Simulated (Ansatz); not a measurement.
Relaxation of AlBBrH$_{3}$ (6 atoms, charge 0, multiplicity 1), to a largest force component of 0.015 eV/Å in at most 40 steps.

These are results of Ansatz, RKS PBE/def2-SVP, not measurements.

```xyz
6
Properties=species:S:1:pos:R:3
B -0.733 0.305 -0.904
Al 0.549 -0.062 0.684
Br 1.221 -2.091 1.434
H -1.213 -0.569 -1.535
H -1.039 1.387 -1.248
H 1.215 1.030 1.569
```

Problem. Where does it end, and by what steps?

Solution. The forces met the threshold. The force dipped under the threshold on the way, but the program's further checks kept it going. After 21 steps the energy has fallen by 0.260 eV; H5 moved furthest, 1.13 Å.

| step | energy less start (eV) | largest force component (eV/Å) | accepted |
| --- | --- | --- | --- |
| 0 | 0.0000 | 1.006 | yes |
| 1 | -0.1156 | 0.293 | yes |
| 2 | -0.1232 | 0.027 | yes |
| 3 | -0.1239 | 0.029 | yes |
| 4 | -0.1236 | 0.074 | no |
| 5 | -0.1244 | 0.008 | yes |
| 6 | -0.1246 | 0.007 | yes |
| 7 | -0.1249 | 0.014 | yes |
| 8 | -0.1255 | 0.025 | yes |
| 9 | -0.1268 | 0.045 | yes |
| 10 | -0.1295 | 0.079 | yes |
| 11 | -0.1345 | 0.138 | yes |
| 12 | -0.1433 | 0.208 | yes |
| 13 | -0.1617 | 0.494 | yes |
| 14 | -0.1843 | 0.577 | yes |
| 15 | -0.2279 | 0.148 | yes |
| 16 | -0.2391 | 0.284 | yes |
| 17 | -0.2125 | 0.868 | no |
| 18 | -0.2579 | 0.163 | yes |
| 19 | -0.2602 | 0.016 | yes |
| 20 | -0.2602 | 0.026 | yes |
| 21 | -0.2603 | 0.001 | yes |

```xyz
6
Properties=species:S:1:pos:R:3
B -0.736 0.276 -0.875
Al 0.518 0.019 0.811
Br 1.683 -1.956 0.811
H -1.891 -0.117 -0.898
H -0.343 0.792 -1.908
H 0.769 0.986 2.060
```

Whether the end is a true minimum wasn't checked by a vibrational analysis.

Run time: 58 s on 1 thread of Intel(R) Xeon(R) Processor @ 2.70GHz, on a shared host, peak memory 0.15 GiB.
